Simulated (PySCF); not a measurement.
## The third ionisation energy along the 3d series

All values are computed (PySCF 2.14, energy differences of UHF-based or UKS calculations, no spin-orbit coupling). Values in eV. The last column holds reference values (NIST; (s) semi-empirical, (t) theoretical, else measured). Unmarked ones compare directly (S terms, centres of terms, or small fine structure); those marked * lie between the lowest fine-structure levels and include a spin-orbit shift.

```tsv
element	configurations	LDA	PBE	PBE0	MP2 (valence)	SCS-MP2 (valence)	MP2 (all electrons)	reference
Sc (aug-cc-pwCVTZ, non-relativistic)	[Ar] 3d1 → [Ar]	25.509	25.462	25.324	n/a	n/a	24.668	24.757 *
Ti (aug-cc-pwCVTZ, non-relativistic)	[Ar] 3d2 → [Ar] 3d1	28.182	28.098	27.984	26.915	26.822	27.494	27.492 *
V (aug-cc-pwCVTZ, non-relativistic)	[Ar] 3d3 → [Ar] 3d2	30.225	29.978	29.808	28.751	28.478	29.469	29.311 *
Cr (aug-cc-pwCVTZ, non-relativistic)	[Ar] 3d4 → [Ar] 3d3	32.120	31.692	31.491	30.566	30.104	31.361	30.959 ± 0.025 *
Mn (aug-cc-pwCVTZ, non-relativistic)	[Ar] 3d5 → [Ar] 3d4	34.652	34.260	34.085	33.455	32.871	34.127	33.668 ± 0.012 *
Fe (aug-cc-pwCVTZ, non-relativistic)	[Ar] 3d6 → [Ar] 3d5	31.881	31.691	31.206	30.247	30.486	30.793	30.651 ± 0.012 *
Co (aug-cc-pwCVTZ, non-relativistic)	[Ar] 3d7 → [Ar] 3d6	34.598	34.364	33.923	33.385	33.519	33.851	33.5 ± 0.06 (s) *
Ni (aug-cc-pwCVTZ, non-relativistic)	[Ar] 3d8 → [Ar] 3d7	36.537	36.070	35.575	35.252	35.208	35.821	35.187 ± 0.019 *
Cu (aug-cc-pwCVTZ-PP with ECP10MDF, ECP)	[Ar] 3d9 → [Ar] 3d8	37.985	37.127	36.693	36.894	36.661	n/a	36.841 ± 0.012 *
Zn (aug-cc-pwCVTZ-PP with ECP10MDF, ECP)	[Ar] 3d10 → [Ar] 3d9	40.745	39.997	39.564	40.112	39.750	n/a	39.723 *
```

"Valence" correlates the outer s and p shells and, in groups 3 to 12 and the f block, the outer d or f shell, open or full, or the next shell where the ion has no valence electron left; the wider scheme adds the next inner shell.
